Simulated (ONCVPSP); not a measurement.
**barium (Ba): ONCV pseudisation with PBEsol, fully relativistic reference atom.**

ONCVPSP 4.0.1 input, shortened (lines: element, Z, core and valence counts, functional; n l f; lmax; l rc ep ncon nbas qcut; lloc lpopt rc5 dvloc0; l nproj debl; icmod fcfact rcfact), PBEsol, fully relativistic:

```
  Ba 56.00    9    3  -116133      upf
    1    0    2.00
    2    0    2.00
    2    1    6.00
    3    0    2.00
    3    1    6.00
    3    2   10.00
    4    0    2.00
    4    1    6.00
    4    2   10.00
    5    0    2.00
    5    1    6.00
    6    0    2.00
    2
    0    2.40    0.00    3    7    5.10
    1    2.65    0.00    4    9    5.20
    2    2.40    0.03    4    7    4.30
    2    5    2.40    0.00
    0    2    0.80
    1    3    1.40
    2    0    3.80
    3    2.50    1.60
```

Open shells are filled in proportion to 2j + 1.

In the d channel the program set the typed energies aside and used 0.050 Ha (j = l + 1/2; the other j can differ).

Poles of the logarithmic derivatives, all-electron (AE) and pseudo (PS). s: poles at -0.9, 3.7 (AE) and -0.9, 3.4 (PS) Ha. p3/2: poles at -0.3, 3.3 (AE) and -0.3, 3.3 (PS) Ha. p1/2: poles at -0.5, 3.1 (AE) and -0.5, 3.1 (PS) Ha. d5/2: poles at 1.2 (AE) and 1.1 (PS) Ha. d3/2: poles at 1.1 (AE) and 1.1 (PS) Ha. Test radii: s 2.43, p3/2 2.69, p1/2 2.69, d5/2 2.43, d3/2 2.43 bohr.

* Cutoffs needed: 8.6 Ha and 10 Ha (the cutoffs (Ha) at which the residual kinetic energy of the hardest occupied pseudo-wave falls to 1 and 0.1 mHa per electron)
* Ghost test: no bound ghost flagged; no localised positive-energy state flagged
* Largest excitation error: -2.9 meV (all-electron minus pseudo) for 5s2 5p6 6s0, out of 4 test configurations
* rms error of d²Exc/dni dnj: 6.68 mHa without and 2.14 mHa with the model core
